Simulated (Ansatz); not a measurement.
Mulliken charges of CH6OSSn, SMILES `C[O][SnH2][SH]` from PBE/def2-TZVPP in Ansatz (PBE0-D4/def2-TZVP geometry).

| atom | x (Å) | y (Å) | z (Å) | charge (e) |
| --- | --- | --- | --- | --- |
| C1 | -1.021 | 1.268 | -0.135 | -0.135 |
| O2 | -1.243 | -0.084 | 0.174 | -0.469 |
| Sn3 | 0.287 | -1.274 | 0.481 | 0.796 |
| S4 | 1.741 | -1.158 | -1.424 | -0.373 |
| H5 | -0.524 | 1.809 | 0.683 | 0.082 |
| H6 | -0.418 | 1.395 | -1.044 | 0.089 |
| H7 | -1.991 | 1.743 | -0.307 | 0.099 |
| H8 | -0.412 | -2.815 | 0.583 | -0.097 |
| H9 | 1.135 | -0.708 | 1.850 | -0.114 |
| H10 | 2.529 | -0.229 | -0.859 | 0.123 |

Task: By hand: the dipole of these point charges (1 e Å = 4.8032 D).

Result: Σ q r = (0.244, 0.057, 0.410) e Å, of length 0.481 e Å = 2.31 D.

Task: How does the dipole of the full density compare? (An estimate is asked.)

Result: The calculation gave: (0.195, 0.090, 0.243) e Å, 1.56 D; the point charges give 1.48 times that, at 12° from its direction.

Point charges leave out the atoms' own dipoles, such as those of lone pairs, and Mulliken's split depends on the basis, so the two needn't agree.
